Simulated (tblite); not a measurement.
C6H12OSi2.
Z-matrix (Å and degrees, GFN2-xTB geometry), rows numbered from 1:
```
C 
C   1  1.5241
Si  2  1.9066  1  112.85
O   3  1.6407  2  103.96  1    59.60
C   3  1.8857  2  110.93  1   179.97
C   5  1.3309  3  123.35  2    95.37
Si  6  1.8812  5  123.55  3     1.07
C   7  1.8815  6  107.97  5    24.30
C   8  1.3312  7  123.50  6   -23.95
H   1  1.0868  2  110.16  3   -58.28
H   1  1.0875  2  110.60  3    61.42
H   1  1.0891  2  110.86  3  -178.43
H   2  1.0905  1  109.35  3  -121.85
H   2  1.0902  1  108.91  3   121.84
H   4  0.9535  3  121.28  2  -179.86
H   5  1.0864  3  117.50  2   -84.31
H   6  1.0859  5  119.20  3  -179.60
H   7  1.4729  6  109.55  5   143.42
H   7  1.4728  6  110.29  5   -96.14
H   8  1.0857  7  117.30  6   155.37
H   9  1.0869  3  117.50  2    84.15
```

Computed with GFN2-xTB (tblite): harmonic, unscaled wavenumbers at the GFN2-xTB geometry, gas phase. This tight-binding method is rough: wavenumbers can miss measured ones by several per cent, in bad cases by 10 to 20. Modes of hydrogen on silicon can be 10 to 20 % off. One conformer, not necessarily the lowest.

Harmonic wavenumbers (cm⁻¹): 28.4, 46.4, 97.0, 133.7, 172.4, 189.2, 218.1, 254.2, 256.4, 288.2, 318.6, 326.7, 409.0, 474.5, 528.5, 548.5, 617.6, 643.8, 665.7, 667.7, 712.6, 715.8, 738.6, 771.8, 778.0, 807.8, 813.5, 869.0, 962.2, 964.6, 984.3, 1022.1, 1079.8, 1159.7, 1162.8, 1243.9, 1292.8, 1324.1, 1331.8, 1412.6, 1479.9, 1509.5, 1511.7, 1624.4, 1636.8, 2166.4, 2177.8, 2975.3, 2977.5, 2979.5, 2991.2, 2999.3, 2999.8, 3009.6, 3032.2, 3044.0, 3665.1.

A = 1837, B = 808.6, C = 740.0 MHz; mass 156.043 u (most abundant isotopes); point group C1, symmetry number 1.

**Question.** What is the zero-point energy?

**Answer.** ½Σν̃ = 34906 cm⁻¹ = 99.80 kcal/mol.

**Question.** Entropy at 273.15 K, 1 bar (ideal gas, RRHO, classical rotation)?

**Answer.** Translation 40.64, rotation 29.80, vibration 34.95: S = 105.4 cal/(mol K).

**Question.** And Cp and H(273.15 K) − H(0)?

**Answer.** Cp = 44.47 cal/(mol K), of which vibrations give 36.53 (their classical limit is 57 R = 113.3); H(273.15 K) − H(0) = 7.18 kcal/mol without the zero-point energy, 5.01 from vibrations.

**Question.** What must be added to the electronic energy to get the Gibbs energy at 273.15 K and 1 bar?

**Answer.** ZPE + [H(273.15 K) − H(0)] − T·S = 99.80 + 7.18 − 28.79 = 78.19 kcal/mol.

**Question.** Blend soft modes into free rotors: weight 1/[1 + (100 cm⁻¹/ν̃)⁴] for the oscillator and the rest for a rotor with moment μB/(μ + B), μ = h/(8π²ν), B = 10⁻⁴⁴ kg m². What vibrational entropy results?

**Answer.** 31.71 cal/(mol K) in place of 34.95, which changes −T·S at 273.15 K by +0.89 kcal/mol.

Hindered rotation and anharmonicity are outside this model. Other conformers, if any are populated, would add a mixing term that is left out. The structure is chiral; the term R ln 2 for an equal mix with its mirror image is left out.

On an Arm Neoverse N1 with one thread, no GPU, shared host, this took 1.9 s. This covers the Hessian and the dipole derivatives.
